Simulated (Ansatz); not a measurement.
Cost and result for the atomization energy of `F[SiH2][SiH2]F` (8 atoms, 7 bonds).

The species carries charge 0 and has multiplicity 1. All single points use the PBE0-D4/def2-TZVP geometry. It is one conformer, not always the lowest. Program: Ansatz. Hardware: A = 2 threads of an AMD EPYC 7R13 on a shared host; B = 2 threads of an AMD EPYC 7R13 on a shared host and a share of an NVIDIA H100 80 GB. Times are those of one run each, without the atoms' runs, and a repeat can differ threefold. Electronic energies, without spin–orbit coupling; frozen cores. CCSD(T)/CBS extrapolates def2-TZVPP and def2-QZVPP, and its time is that of the two runs behind it. T1 = 0.012. B3LYP takes the VWN-RPA correlation (the form of Gaussian; ORCA's B3LYP/G).

CCSD(T)/CBS is a level of theory with its own doubt, some kJ/mol a heavy atom from the limit and from the frozen cores, so smaller differences don't rank the functionals.

| level | functions | wall time |
| --- | --- | --- |
| PBE-D4/def2-TZVPP (with forces) [A] | 202 | 2.1 s |
| PBE0-D4/def2-TZVPP [A] | 202 | 2.7 s |
| r2SCAN-D4/def2-TZVPP (with forces) [A] | 202 | 3.7 s |
| B3LYP-D4/def2-TZVPP (with forces) [A] | 202 | 3.8 s |
| B2PLYP/def2-TZVPP [A] | 202 | 4.2 s |
| ωB97X-V/def2-TZVPP [A] | 202 | 6.5 s |
| CCSD(T)/def2-TZVPP [B] | 202 | 7.5 s |
| ωB97M-V/def2-TZVPP (with forces) [A] | 202 | 8.5 s |
| CCSD(T)/def2-QZVPP [B] | 374 | 14 s |
| CCSD(T)/CBS(def2) | – | 22 s |

Problem. What atomization energy does each give, and how far from CCSD(T)/CBS? (Estimate.)

Solution. Computed: 
```
                                 level  atomization (kcal/mol)  difference from CCSD(T)/CBS  per bond
   PBE-D4/def2-TZVPP (with forces) [A]                   639.4                         -8.5      -1.2
                PBE0-D4/def2-TZVPP [A]                   631.1                        -16.8      -2.4
r2SCAN-D4/def2-TZVPP (with forces) [A]                   642.2                         -5.7      -0.8
 B3LYP-D4/def2-TZVPP (with forces) [A]                   640.0                         -7.9      -1.1
                 B2PLYP/def2-TZVPP [A]                   635.5                        -12.4      -1.8
                ωB97X-V/def2-TZVPP [A]                   648.0                          0.1       0.0
                CCSD(T)/def2-TZVPP [B]                   627.8                        -20.1      -2.9
  ωB97M-V/def2-TZVPP (with forces) [A]                   642.6                         -5.3      -0.8
                CCSD(T)/def2-QZVPP [B]                   640.2                         -7.7      -1.1
                     CCSD(T)/CBS(def2)                   647.9                          0.0       0.0
```

In def2-TZVPP, CCSD(T) changes the Hartree–Fock value by +137.5 kcal/mol (the triples alone add +6.5 kcal/mol) and MP2 by +146.9 kcal/mol; breaking electron pairs costs correlation energy, which Hartree–Fock lacks. From PBE to PBE0 (25 % exact exchange), in def2-TZVPP and without D4, the atomization energy moves by −7.7 kcal/mol: exact exchange takes away binding that semilocal exchange gives to molecules. The D4 term adds +5.4 kcal/mol with B3LYP and +2.8 kcal/mol with PBE0; it sums over pairs of atoms, weighted by their polarisabilities, and B3LYP, whose exchange is more repulsive, gets the larger term.
